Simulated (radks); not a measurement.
Fractional charge and spin in the 4p shell of zirconium: the spin-up occupation runs from 2 to 3 and the spin-down occupation from 2 to 3; the fullest corner is Zr3+, [Ar] 3d10 4s2 4d(up 0.5, down 0.5) 4p(up 3, down 3). Calculated with a radial shooting solver on a logarithmic mesh with Libxc functionals: scalar-relativistic Kohn-Sham, PBE, spin-polarised, spherical densities, finite nucleus; Fermi nuclear charge, rms radius of each element as measured or else 0.836 A^(1/3) + 0.57 fm. Energy (eV) minus the two flat planes that join the four corners (they meet along the diagonal where the two added fractions sum to one electron); zero is where a piecewise linear energy would lie.

| down \ up | 2 | 2.5 | 3 |
|---|---|---|---|
| 2 | 0.000 | -1.964 | 0.000 |
| 2.5 | -1.964 | 0.291 | -1.855 |
| 3 | 0.000 | -1.855 | 0.000 |

Corners above the fullest one (they belong to Zr4+ and the next ion): (up 3, down 2) 66.517 eV, (up 2, down 3) 66.517 eV, (up 2, down 2) 149.48 eV. With half an added electron in each spin the energy lies 0.291 eV from the planes, and with half an added electron in spin up alone -1.964 eV. The planes are only a guide here: the flat-plane condition holds for ground states with one frontier orbital, while this shell lies below other occupied shells, so the corners above the fullest one are inner-hole states and not the ground states of those ions.
